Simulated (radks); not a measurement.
Isoelectronic series with 20 electrons, each ion in its NIST ground configuration. All-electron calculation, Dirac Kohn-Sham, PBE, spin-unpolarised, spherical densities, point nucleus; open shells are shared between the two j in proportion to 2j + 1. Program: a radial shooting solver on a logarithmic mesh with Libxc functionals. Total energies (hartree) and orbital eigenvalues (hartree) (* marks an orbital that is empty in some or all of the ions):

| ion | configuration | E (hartree) | 4s1/2* | 3p3/2 | 3p1/2 |
|---|---|---|---|---|---|
| Ca | [Ar] 4s2 | -680.32968 | -0.13841 | -1.02446 | -1.03856 |
| V3+ | [Ar] 3d2 | -947.14517 | -1.02004 | -2.82953 | -2.86134 |
| Fe6+ | [Ar] 3d2 | -1262.01713 | -2.65679 | -6.07374 | -6.13968 |
| Cu9+ | [Ar] 3d2 | -1624.83649 | -4.90851 | -10.38139 | -10.50320 |
| Ge12+ | [Ar] 3d2 | -2036.00325 | -7.75805 | -15.72144 | -15.92831 |
| Br15+ | [Ar] 3d2 | -2496.03625 | -11.20192 | -22.08486 | -22.41477 |
| Sr18+ | [Ar] 3d2 | -3005.54827 | -15.24170 | -29.46915 | -29.97027 |
| Nb21+ | [Ar] 3d2 | -3565.24169 | -19.88172 | -37.87480 | -38.60699 |
| Ru24+ | [Ar] 3d2 | -4175.91071 | -25.12814 | -47.30402 | -48.34048 |
| Ag27+ | [Ar] 3d2 | -4838.44658 | -30.98868 | -57.76018 | -59.18923 |
| Sn30+ | [Ar] 3d2 | -5553.84504 | -37.47243 | -69.24753 | -71.17461 |
| I33+ | [Ar] 3d2 | -6323.21557 | -44.58986 | -81.77111 | -84.32097 |
| Ba36+ | [Ar] 3d2 | -7147.7927 | -52.35286 | -95.33661 | -98.65575 |
| Pr39+ | [Ar] 3d2 | -8028.9492 | -60.77479 | -109.9503 | -114.2098 |
| Sm42+ | [Ar] 3d2 | -8968.2125 | -69.87064 | -125.6192 | -131.0177 |
| Tb45+ | [Ar] 3d2 | -9967.2831 | -79.65714 | -142.3507 | -149.1182 |
| Er48+ | [Ar] 3d2 | -11028.0575 | -90.15302 | -160.1529 | -168.5545 |
